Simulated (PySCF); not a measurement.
B2H4, SMILES BB. The structure is a stationary point at B3LYP-D3(BJ)/def2-TZVP.

The numbers are results of PySCF 2.14.0 with B3LYP-D3(BJ)/def2-TZVP, not measurements.

Harmonic wavenumbers (cm⁻¹): 393, 393, 567, 877, 998, 998, 1136, 1201, 2554, 2574, 2619, 2619. Rotational constants (GHz): 122.1, 20.34, 20.34; symmetry number 4.

Question: Work out the zero-point energy and the ideal-gas rigid-rotor harmonic-oscillator thermochemistry at 298.15 K and 1 atm.

Answer: ZPE = ½ Σ hcν = ½ × 16929 cm⁻¹ = 101.26 kJ/mol. H − E(el) = 113.75 kJ/mol. Entropy in J/(mol K): translation 149.21, rotation 69.61, vibration 12.25, total 231.07. G − E(el) = 44.86 kJ/mol. Cp = 57.63 J/(mol K).
